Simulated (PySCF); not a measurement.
M06 on Tl⁻ (thallium, charge -1), [Xe] 4f14 5d10 6s2 6p2, high-spin 3P determinant. All numbers are calculated (PySCF 2.14, a scalar-relativistic core potential, in aug-cc-pVDZ-PP with ECP60MDF (5s4p3d, 32 functions)).

```
cycle= 1 E= -172.536293284652  delta_E= -0.00833  |g|= 0.0174  |ddm|= 0.519
cycle= 2 E= -172.536102835366  delta_E= 0.00019  |g|= 0.0186  |ddm|= 0.178
cycle= 3 E= -172.536675372036  delta_E= -0.000573  |g|= 0.00252  |ddm|= 0.113
cycle= 4 E= -172.536688687132  delta_E= -1.33e-05  |g|= 0.000586  |ddm|= 0.0212
cycle= 5 E= -172.536690191053  delta_E= -1.5e-06  |g|= 8.53e-05  |ddm|= 0.0059
cycle= 6 E= -172.53669021009  delta_E= -1.9e-08  |g|= 1.66e-05  |ddm|= 0.000522
cycle= 7 E= -172.53669021097  delta_E= -8.79e-10  |g|= 1.19e-06  |ddm|= 0.000156
converged SCF energy = -172.53669021097  <S^2> = 2.0013766  2S+1 = 3.0009176
```

Highest occupied orbital energy: 0.992 eV; ⟨L²⟩ = 2.00; populations by l: s 4.00, p 8.00, d 10.00.

Task: Can this result be used?

Result: With care. Self-consistency was reached. Energies and moments cover only the electrons outside the core potential. Spin-orbit coupling is strong in this species (close to jj coupling), so the high-spin LS determinant is a model state, not a physical level. At M06 the highest occupied level has a positive energy, so only the finite basis holds that electron; in a semilocal or global hybrid functional this comes from self-interaction and does not mean that the real anion is unbound.
